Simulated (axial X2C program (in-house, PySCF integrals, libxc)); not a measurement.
AlAu⁺: from the spin-free to the two-component result

All values were computed with an in-house all-electron X2C program for linear molecules (integrals from PySCF). Spin-free means the one-electron spin-free X2C Hamiltonian; two-component (2c) means X2C with spin–orbit coupling and atomic mean-field two-electron Coulomb and Gaunt terms, so the difference of the two also holds small scalar two-electron terms. Basis: Au dyall-cv3z [13s14p9d6f4g], Al dyall-v3z [8s8p2d1f] (cores contracted in-house); Gaussian nuclei, density fitting, unrestricted open shells. Masses: Au 196.967 u, Al 26.982 u.

Spin-free state: M_S = 1/2, Λ = 0 (beyond evenly filled blocks: σα); fragments Au + Al+.

```tsv
level	Re (Å)	ωe (cm⁻¹)	De (eV)	μ (D)
PBE0	2.336	309.2	1.616	5.80
HF	2.478	215.0	0.933	5.18
MP2	2.280	351.9	1.459	n/a
TPSS	2.320	328.1	1.831	5.82
```

Correlated methods: 13 electrons correlated (number of frozen shells: Au 5 s, 4 p, 2 d, 1 f; Al 2 s, 1 p), 261 virtual spin orbitals or spinors in MP2.

Dipoles are positive if Al is the positive end and refer to the centre of mass.

Two-component determinant lowest at the distance of the search:

Ω = 1/2 (⟨Sz⟩ = 0.50, ⟨Lz⟩ = 0.00 at HF); fragments Au + Al+.

```
level  Re (Å)  ωe (cm⁻¹)  De (eV)  μ (D)
 PBE0   2.334      311.3    1.637   5.79
   HF   2.470      219.3    0.948   5.17
  MP2   2.278      354.8    1.477    n/a
 TPSS   2.319      329.6    1.853   5.81
```

**Question.** From the two tables, how do the constants change at the MP2 level (2c against spin-free)?

**Answer.** At the MP2 level Re drops by 0.002 Å and ωe increases by 2.9 cm⁻¹; De changes by 0.018 eV.

The state is a single determinant with fixed occupations, the lowest that a limited PBE0 search found. Dissociation energies refer to the lowest single-determinant-based atoms at the same level and basis. Density functionals use the spin component along the axis (collinear).
